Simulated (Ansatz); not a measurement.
The cluster SnS2, relaxed as a singlet with RKS r2SCAN-D4/def2-TZVP in Ansatz, starting from the GFN1-xTB geometry. Force threshold 0.02 eV/Å.

In the def2 sets Sn takes a core potential; there is no spin–orbit coupling. The structure comes from a short search, and lower isomers may exist.

Start:

Cartesian coordinates in Å:
```
Sn 1.208 0.398 0.674
S -1.194 0.275 0.439
S -0.014 -0.673 -1.114
```

| step | energy (eV) | largest force component (eV/Å) | SCF passes |
| --- | --- | --- | --- |
| 1 | -27505.1451 | 0.215 | 17 |
| 2 | -27505.1463 | 0.070 | 23 |
| 3 | -27505.1465 | 0.004 | 24 |

Force components are those of the run's own axes.

End:

```
atom   x (Å)   y (Å)   z (Å)
 Sn1   1.201   0.396   0.671
  S2  -1.190   0.275   0.440
  S3  -0.011  -0.671  -1.111
```

By distances, no bond broke or formed. The bond that changes most is Sn1–S2, from 2.42 to 2.40 Å (atoms count from 1).

No frequencies were taken in this run, so the end may be a saddle point.

It took 3.1 s on 4 threads of Arm Neoverse V2 on a shared host.
